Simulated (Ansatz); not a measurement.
**What each rung costs, and what it gives**

The pair of H$_{2}$ (SMILES [H][H], atoms 1–2) and CH$_{6}$OSi (SMILES CO[SiH3], atoms 3–11), both closed shells, in one local arrangement (a lower one may exist), relaxed at PBE0-D4/def2-TZVP:

H1  (0.482, 0.209, -3.560)
H2  (0.845, -0.440, -3.493)
C3  (-0.110, 0.272, 2.121)
O4  (-0.787, -0.361, 1.061)
Si5  (-0.269, -0.267, -0.494)
H6  (0.916, -0.103, 2.224)
H7  (-0.649, 0.061, 3.047)
H8  (-0.071, 1.359, 1.982)
H9  (-1.230, -1.050, -1.303)
H10  (1.105, -0.829, -0.630)
H11  (-0.233, 1.150, -0.955)
(Å)

Interaction energies are counterpoise-corrected; the time is that of the whole pair.

Program: Ansatz 0.2.0. Basis: as named in each row. Cores are frozen in the correlated methods. B3LYP uses VWN-RPA correlation. Extrapolation: Hartree–Fock as exp(−7.88 √X), correlation as X^−2.97.

Times are rough, for one single point on 4 threads of a shared host (Arm Neoverse V2).

The estimate by CCSD(T) at an estimated basis limit (MP2 extrapolated from triple and quadruple zeta, plus CCSD(T) − MP2 in triple zeta) is -2.5 kJ/mol.

| method | basis | time (s) | interaction energy (kJ/mol) | method less estimate |
| --- | --- | --- | --- | --- |
| HF | STO-3G | under 1 | 3.5 | 6.0 |
| PBE-D4 | STO-3G | under 1 | -0.1 | 2.3 |
| SPW92 | def2-SVP | under 1 | -6.3 | -3.8 |
| B3LYP-D4 | 6-31G | under 1 | -1.1 | 1.4 |
| PBE-D4 | def2-SVP | under 1 | -3.6 | -1.1 |
| PBE0-D4 | def2-SVP | under 1 | -3.1 | -0.6 |
| CCSD(T) | def2-SVP | 1 | 0.2 | 2.7 |
| PBE-D4 | def2-TZVPPD | 2 | -3.5 | -1.1 |
| revPBE-D4 | def2-TZVPPD | 2 | -2.7 | -0.2 |
| BLYP-D4 | def2-TZVPPD | 2 | -1.6 | 0.8 |
| PBE0-D4 | def2-TZVPPD | 2 | -3.1 | -0.6 |
| HSE06-D4 | def2-TZVPPD | 2 | -3.1 | -0.6 |
| wB97M-V | def2-SVP | 2 | -2.0 | 0.5 |
| B3LYP-D4 | def2-TZVPPD | 2 | -2.1 | 0.4 |
| r2SCAN-D4 | def2-TZVPPD | 3 | -1.7 | 0.8 |
| B2PLYP | def2-TZVPPD | 4 | -0.3 | 2.2 |
| wB97X-V | def2-TZVPPD | 6 | -2.7 | -0.2 |
| wB97M-V | def2-TZVPPD | 6 | -2.6 | -0.2 |
| B97M-V | def2-TZVPPD | 7 | -2.6 | -0.2 |
| MP2 | def2-QZVPPD | 15 | -2.0 | 0.5 |
| CCSD(T) | def2-TZVPPD | 81 | -1.9 | 0.6 |

T1 diagnostic: at most 0.011.
